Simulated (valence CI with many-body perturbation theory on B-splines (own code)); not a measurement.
# Valence orbitals of Nb¹⁹⁺

Computed by configuration interaction combined with many-body perturbation theory (CI+MBPT): four valence electrons over a frozen Dirac-Fock core [Ar], a basis of 7 s, 7 p, 8 d, 6 f, 4 g, 1 h functions for each j, with the one-electron correlation potential Σ1, the two-electron term Σ2, the three-electron term Σ3, Breit, model QED; selected CI, second order for the rest, scaled by the run's own slope (own B-spline code, finite nucleus).

No measured levels were compared; by estimate terms of the open shell hold to 2 to 4 % of their energy, and close levels can change places. Only levels of the ground parity were solved; by the run's estimate the other parity begins above the list, which can be wrong where configurations are misplaced.

These are the spectroscopic orbitals of the CI (the correlating ones are not listed), shaped by the core and the other valence electrons. h is the expectation value of the core's Dirac-Fock operator, without the valence repulsion; Σ1 is computed up to l = 3 at one energy for each symmetry, that of its lowest orbital but kept below the first core excitation, so for empty shells it is not the orbital's own correlation shift; Breit and QED include the response of the core.

| Orbital | h (hartree) | Σ1 (cm⁻¹) | Breit (cm⁻¹) | QED (cm⁻¹) | ⟨r⟩ (bohr) |
| --- | --- | --- | --- | --- | --- |
| 4s1/2 | -21.84 | -6944 | 1169 | 836 | 0.8562 |
| 5s1/2 | -13.069 | -2503 | 551 | 398 | 1.432 |
| 6s1/2 | -8.7083 | -1221 | 298 | 217 | 2.161 |
| 4p1/2 | -20.657 | -8013 | 1809 | -66.0 | 0.8684 |
| 5p1/2 | -12.502 | -2940 | 882 | -31.3 | 1.461 |
| 6p1/2 | -8.3936 | -1447 | 488 | -17.1 | 2.209 |
| 4p3/2 | -20.407 | -7795 | 1142 | 14.1 | 0.8800 |
| 5p3/2 | -12.385 | -2900 | 557 | 7.4 | 1.476 |
| 6p3/2 | -8.3296 | -1435 | 317 | 4.3 | 2.226 |
| 3d3/2 | -36.64 | -21485 | 2236 | -306 | 0.3731 |
| 4d3/2 | -18.62 | -7734 | 724 | -72.6 | 0.8771 |
| 5d3/2 | -11.547 | -3096 | 357 | -33.7 | 1.509 |
| 3d5/2 | -36.485 | -21074 | 798 | -212 | 0.3754 |
| 4d5/2 | -18.57 | -7648 | 306 | -46.2 | 0.8800 |
| 5d5/2 | -11.523 | -3058 | 151 | -21.2 | 1.513 |
| 4f5/2 | -16.958 | -13232 | -1.9 | -31.7 | 0.8328 |
| 5f5/2 | -10.802 | -5884 | -1.6 | -16.8 | 1.493 |
| 4f7/2 | -16.946 | -12644 | -109 | -24.0 | 0.8337 |
| 5f7/2 | -10.794 | -5598 | -54.3 | -12.6 | 1.494 |
| 5g7/2 | -10.441 |  | -0.7 | -2.4 | 1.365 |
| 5g9/2 | -10.438 |  | -7.2 | -0.6 | 1.365 |

Among the shells of the start configuration 3d4, Σ1 is largest in size for 3d3/2, where it is 0.27 % of h.

Lowest root of each symmetry, sizes in configuration state functions:

```json
{"J": "0", "Parity": "even", "Roots": "5", "Reference": "37", "Variational": "4361", "Second order": "14761", "Change by selected CI (cm⁻¹)": "-7849", "Change by second order (cm⁻¹)": "-2"}
{"J": "1", "Parity": "even", "Roots": "4", "Reference": "93", "Variational": "11003", "Second order": "31609", "Change by selected CI (cm⁻¹)": "-7410", "Change by second order (cm⁻¹)": "-2"}
{"J": "2", "Parity": "even", "Roots": "8", "Reference": "133", "Variational": "16117", "Second order": "44352", "Change by selected CI (cm⁻¹)": "-7215", "Change by second order (cm⁻¹)": "-2"}
{"J": "3", "Parity": "even", "Roots": "6", "Reference": "136", "Variational": "17248", "Second order": "56338", "Change by selected CI (cm⁻¹)": "-7226", "Change by second order (cm⁻¹)": "-3"}
{"J": "4", "Parity": "even", "Roots": "7", "Reference": "121", "Variational": "16992", "Second order": "40360", "Change by selected CI (cm⁻¹)": "-7428", "Change by second order (cm⁻¹)": "-2"}
{"J": "5", "Parity": "even", "Roots": "2", "Reference": "88", "Variational": "13239", "Second order": "2600", "Change by selected CI (cm⁻¹)": "-9364", "Change by second order (cm⁻¹)": "-4"}
{"J": "6", "Parity": "even", "Roots": "2", "Reference": "56", "Variational": "10420", "Second order": "1536", "Change by selected CI (cm⁻¹)": "-9384", "Change by second order (cm⁻¹)": "-2"}
```
